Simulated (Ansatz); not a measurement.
Reaction (substitution at a C–N bond): `BNCC` + `C[Si](O)(F)Cl` → `CCO[Si](C)(F)Cl` + `BN`

Calculated with Ansatz (gas phase, PBE0-D4/def2-TZVP geometries, no zero-point term in ΔE). CCSD(T)/CBS is the MP2 limit (def2-TZVPP, def2-QZVPP) plus CCSD(T) − MP2 in def2-TZVPP, frozen cores. This one scheme is used for every species. DFT in def2-TZVPP. B3LYP here is the variant with VWN-RPA as its local correlation; programs differ in this. One conformer a species, not always the lowest.

Is it downhill or uphill in electronic energy at CCSD(T)/CBS, and by how much? (Estimate.)

Ansatz gave: Uphill: ΔE = +18.3 kJ/mol.

What do these levels give: B3LYP-D4, ωB97X-V, ωB97M-V, B2PLYP, PBE, r2SCAN, B3LYP, SCS-MP2/def2-TZVPP, CCSD/def2-TZVPP, SCS-MP2/def2-QZVPP, HF/CBS(def2), MP2/CBS(def2)? (Best estimate.)

Ansatz gave: B3LYP-D4 11.9, ωB97X-V 13.6, ωB97M-V 14.8, B2PLYP 16.7, PBE 20.5, r2SCAN 16.8, B3LYP 16.1, SCS-MP2/def2-TZVPP 17.4, CCSD/def2-TZVPP 16.8, SCS-MP2/def2-QZVPP 18.2, HF/CBS(def2) 10.7, MP2/CBS(def2) 21.2 kJ/mol.

Largest T1 diagnostic among the species: 0.012.

In def2-TZVPP, CCSD(T) changes the Hartree–Fock value by +6.3 kJ/mol (the triples alone add +0.3 kJ/mol) and MP2 by +9.2 kJ/mol. The D4 term adds −4.3 kJ/mol with B3LYP and −2.9 kJ/mol with PBE0; it sums over pairs of atoms, weighted by their polarisabilities, and B3LYP, whose exchange is more repulsive, gets the larger term.
